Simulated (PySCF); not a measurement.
Ionisation energy of Gd³²⁺ by level of theory

Gd³²⁺ [Ar] 3d10 4s2 4p2 [4p1/2^2, M_J = 0] → Gd³³⁺ [Ar] 3d10 4s2 4p1 [4p1/2^1, M_J = 1/2], as a difference of total energies. All numbers are calculated (PySCF 2.14, the two-component X2C-1e Hamiltonian, in an even-tempered Gaussian basis (17 s from 3.1 bohr⁻², ratio 2.8; 13 p from 4.1 bohr⁻², ratio 2.8; 8 d from 7.2 bohr⁻², ratio 2.8; 4 f from 19 bohr⁻², ratio 3)). Correlated levels: [Ne] frozen; the 74 highest virtual spinors dropped. "Screened" scales the spin-orbit matrix elements by Boettger's factors to mimic the two-electron term; Breit and QED terms are absent.

```tsv
method	ionisation energy (eV)
GHF (spin-free)	1289.8
GMP2 (spin-free)	1290.9
GHF (screened spin-orbit)	1315.7
GMP2 (screened spin-orbit)	1317.4
```

Breit and QED terms and the two-electron picture change are absent.

The spin-free rows relax to the high-spin LS determinant and lack the spin-orbit shift.

The labels give the starting determinants; with spin-orbit coupling the two ends relaxed to ⟨J²⟩ = 0.00, ⟨L²⟩ = 1.36, ⟨S²⟩ = 1.36 and ⟨J²⟩ = 0.75, ⟨L²⟩ = 2.03, ⟨S²⟩ = 0.78.

For comparison: 1321 ± 4 eV (theoretical estimate listed by NIST; NIST Atomic Spectra Database, ionization energies).
